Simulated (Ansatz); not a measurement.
Consider the formal exchange of groups at the Si–C bond: `C[SiH2]C[S][AlH2]` + `NCSS` → `C[SiH2]CSS` + `NC[S][AlH2]`.

Computed with Ansatz on PBE0-D4/def2-TZVP structures; ΔE is electronic, products minus reactants. CCSD(T)/CBS is the MP2 limit (def2-TZVPP, def2-QZVPP) plus CCSD(T) − MP2 in def2-TZVPP, frozen cores. Functionals use def2-TZVPP. One conformer a species, not always the lowest.

```json
{"level": "r2SCAN-D4", "ΔE (kJ/mol)": "-8.2"}
{"level": "r2SCAN", "ΔE (kJ/mol)": "-8.3"}
{"level": "CCSD(T)/def2-TZVPP", "ΔE (kJ/mol)": "-11.7"}
{"level": "MP2/CBS(def2)", "ΔE (kJ/mol)": "-9.0"}
```

What does CCSD(T)/CBS give? (Estimate.)

Ansatz gave: -12.4 kJ/mol. The listed levels differ from it by 4.2, 4.1, 0.7, 3.4 kJ/mol.

Largest T1 diagnostic among the species: 0.012.

In def2-TZVPP, CCSD(T) changes the Hartree–Fock value by +11.9 kJ/mol (the triples alone add +2.1 kJ/mol) and MP2 by +15.3 kJ/mol.
